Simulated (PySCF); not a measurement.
# Frontier orbitals and the lowest excitations

Compound: C₆H₇N.
Atom-mapped SMILES: `[N:1]#[C:2][C@@:3]12[CH2:4][CH2:5][C@@H:6]1[CH2:7]2` (hydrogens: H8, H9 on C4; H10, H11 on C5; H12 on C6; H13, H14 on C7)

Level of theory: PySCF 2.14.0, density-fitted response routines, TDDFT wB97X-D/def2-SVPD, vertical, gas phase, core orbitals frozen in the response. Geometry: GFN2-xTB; no solvent, vibrations or thermal averaging.

Kohn–Sham orbitals with the atoms that hold most of them (Löwdin shares over 4%, at most four atoms; ? is withheld):

```
orbital  ε (eV)                           atoms
 LUMO+2    2.47   N1 22%, C2 18%, C7 12%, C3 8%
 LUMO+1    2.19  C7 14%, C2 11%, C5 11%, C4 10%
   LUMO       ?                               ?
   HOMO   -9.79                               ?
 HOMO-1  -10.57  C7 22%, N1 17%, C6 15%, C2 11%
 HOMO-2  -11.56  N1 26%, C2 19%, C4 11%, C5 11%
 HOMO-3  -11.93   C5 23%, C6 18%, C4 18%, N1 8%
```

(1) Which atoms hold the LUMO, and with what shares?

(2) Give the leading atoms of the HOMO.

(3) What is the LUMO energy, and the HOMO–LUMO gap?

Answers

(1) N1 (bonded to C) 22%; C2 (bonded to C and N) 18%; C6 (bonded to 3 C and H) 16%; C3 (bonded to 4 C) 11%. By element: carbon 45% or more, nitrogen 22%.

(2) C3 (bonded to 4 C) 22%; N1 (bonded to C) 20%; C6 (bonded to 3 C and H) 18%; C2 (bonded to C and N) 12%. By element: carbon 52% or more, nitrogen 20%.

(3) ε(LUMO) = 2.07 eV; the gap is 11.86 eV (0.4359 hartree).

Q: The HOMO–LUMO gap is 11.86 eV. Where does the response calculation put the lowest singlet, and from which orbitals?

A: S1 is at 6.86 eV (f = 0.0088), 5.00 eV below the gap, made of HOMO→LUMO (50%), HOMO→LUMO+2 (23%), HOMO→LUMO+5 (10%). Without the coupling terms of the response equations the lowest excitation would equal the gap.

Next come S2 at 7.38 eV (f 0.059), HOMO→LUMO+2 (40%), HOMO-1→LUMO (15%), HOMO→LUMO (12%); S3 at 7.69 eV (f 0.029), HOMO-1→LUMO (39%), HOMO-1→LUMO+2 (18%), HOMO→LUMO (10%); S4 at 7.92 eV (f 0.020), HOMO→LUMO+1 (70%), HOMO→LUMO+3 (18%); S5 at 8.40 eV (f 0.020), HOMO→LUMO+3 (28%), HOMO→LUMO (14%), HOMO-2→LUMO (9%).
